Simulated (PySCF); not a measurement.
M06-2X on Al⁻ (aluminium, charge -1), [Ne] 3s2 3p2, high-spin 3P determinant. All numbers are calculated (PySCF 2.14, scalar relativity by spin-free X2C-1e, in aug-cc-pVTZ-DK).

```
cycle= 1 E= -242.801007974318  delta_E= -0.0045  |g|= 0.018  |ddm|= 0.355
cycle= 2 E= -242.801283362985  delta_E= -0.000275  |g|= 0.00587  |ddm|= 0.0899
cycle= 3 E= -242.801324796907  delta_E= -4.14e-05  |g|= 0.00138  |ddm|= 0.0481
cycle= 4 E= -242.801329078376  delta_E= -4.28e-06  |g|= 0.000708  |ddm|= 0.00788
cycle= 5 E= -242.801329773025  delta_E= -6.95e-07  |g|= 8.76e-05  |ddm|= 0.00541
cycle= 6 E= -242.80132980365  delta_E= -3.06e-08  |g|= 1.67e-05  |ddm|= 0.00111
cycle= 7 E= -242.801329804782  delta_E= -1.13e-09  |g|= 2.61e-06  |ddm|= 0.000204
cycle= 8 E= -242.801329804808  delta_E= -2.6e-11  |g|= 7.48e-07  |ddm|= 2.84e-05
converged SCF energy = -242.801329804808  <S^2> = 2.0024475  2S+1 = 3.0016312
```

Highest occupied orbital energy: 0.437 eV; ⟨L²⟩ = 2.01; populations by l: s 6.00, p 8.00, d 0.00, f 0.00.

Q: Can this result be used?

A: With care. Self-consistency was reached. At M06-2X the highest occupied level has a positive energy, so only the finite basis holds that electron; in a semilocal or global hybrid functional this comes from self-interaction and does not mean that the real anion is unbound.
